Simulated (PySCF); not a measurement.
C2H6N, SMILES [CH2]CN, multiplicity 2.

Geometry: PBE0-D3(BJ)/def2-TZVP. The isomer is the one that the SMILES or the coordinates give; other isomers of the formula were not compared. The values are those of a single conformer.

These are PBE0-D3(BJ)/def2-TZVP (PySCF) values and carry that method's errors.

Frequencies are harmonic and unscaled.

Estimate the vibrational spectrum. (The exact figures need the calculation; the answer reports its results.)


```
mode  ν (cm⁻¹)  IR (km/mol)  moving atoms (share of kinetic energy)
----  --------  -----------  --------------------------------------
1          229          1.0                                  H 95 %
2          277         40.4                           H 90 %, C 9 %
3          419          6.9                  H 46 %, C 30 %, N 24 %
4          510         52.7                          H 75 %, C 23 %
5          822        122.9                          H 82 %, N 11 %
6          852         26.3                  H 68 %, C 18 %, N 14 %
7          962          8.9                  C 44 %, H 43 %, N 13 %
8         1087          5.4                          H 62 %, C 33 %
9         1138         10.6                  C 43 %, H 38 %, N 19 %
10        1159          1.0                          H 75 %, C 21 %
11        1316          4.1                          H 80 %, C 12 %
12        1400          5.5                          H 73 %, C 24 %
13        1451          6.6                          H 74 %, C 26 %
14        1477          5.9                                  H 93 %
15        1654         33.1                                  H 92 %
16        2945         74.7                                  H 94 %
17        2959         31.5                           H 91 %, C 9 %
18        3164          9.6                                  H 96 %
19        3276          7.0                          H 89 %, C 11 %
20        3527          0.2                                  H 96 %
21        3612          2.1                           H 92 %, N 8 %
```
